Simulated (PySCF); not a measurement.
TDDFT excited states: C4H3F3O2

C4H3F3O2.
Geometry (GFN2-xTB, Å), atoms numbered from 1 in this order:
```
atom  x, y, z in Å
C1    -1.009   -0.546   -0.825
C2    -0.501    0.318    0.046
C3    -1.292    1.438    0.613
O4    -2.437    1.658    0.336
O5     0.801    0.325    0.559
C6     1.661   -0.606    0.177
F7     2.816   -0.401    0.794
F8     1.913   -0.605   -1.142
F9     1.273   -1.858    0.469
H10   -2.036   -0.405   -1.116
H11   -0.476   -1.373   -1.260
H12   -0.715    2.053    1.322
```

Method used: TDDFT PBE0/def2-SVPD, vertical, gas phase, core orbitals frozen in the response in PySCF.

List the vertical singlet excitations with oscillator strengths and describe the spectrum.

| state | E (eV) | λ (nm) | f | symmetry | main configurations (H = HOMO, L = LUMO) |
| --- | --- | --- | --- | --- | --- |
| S1 | 3.73 | 332.0 | 0.0003 | – | H→L (98%) |
| S2 | 5.39 | 230.0 | 0.141 | A′ | H-1→L (97%) |
| S3 | 7.60 | 163.2 | 0.0004 | – | H→L+2 (88%) |
| S4 | 7.85 | 158.0 | 0.0000 | – | H-3→L (61%), H-4→L (36%) |
| S5 | 7.93 | 156.4 | 0.011 | A′ | H→L+1 (79%), H→L+4 (9%) |
| S6 | 8.00 | 155.0 | 0.020 | A″ | H-1→L+1 (81%) |

Triplets, Tamm–Dancoff:

```tsv
state	E (eV)	λ (nm)	main configurations (H = HOMO, L = LUMO)
T1	3.16	391.9	H→L (96%)
T2	3.27	379.3	H-1→L (94%)
```

The lowest singlet comes at 332 nm (360 kJ/mol) in the ultraviolet; it is dark (f under 0.0005); its leading configuration is HOMO→LUMO (98%). The most intense listed level is S2 at 5.39 eV (230 nm, f = 0.141), 1.65 eV above S1. Löwdin shares by element: HOMO oxygen 63% or more, carbon 24% or more, hydrogen 9% or more; LUMO carbon 64% or more, oxygen 23% or more. Weighted by f, the mean energy of these states is 5.86 eV. Orbital energies (eV): HOMO-3 -12.01, HOMO-2 -11.67, HOMO-1 -8.52, HOMO -8.40, LUMO -2.57, LUMO+1 0.63, LUMO+2 0.94. Of the 6 states listed, 3 reach f = 0.01 and 3 stay under 0.0005. No computed singlet lies in the visible range (380 to 750 nm); the lowest, at 332 nm, stands 0.47 eV above its violet end (3.26 eV); a Tamm–Dancoff triplet lies at 392 nm, without intensity as long as spin–orbit coupling is left out. Symmetry labels in Cs follow from the direction of the transition dipole and are given only for states with f of 0.002 or more. Only the lowest 6 singlets were computed, as vertical energies without vibronic structure.

Hardware: Arm Neoverse V1, one thread, on a shared host. Cost: 50 s (grids of density and orbitals included), 0.83 GiB resident at most.

One conformer stands for the species.
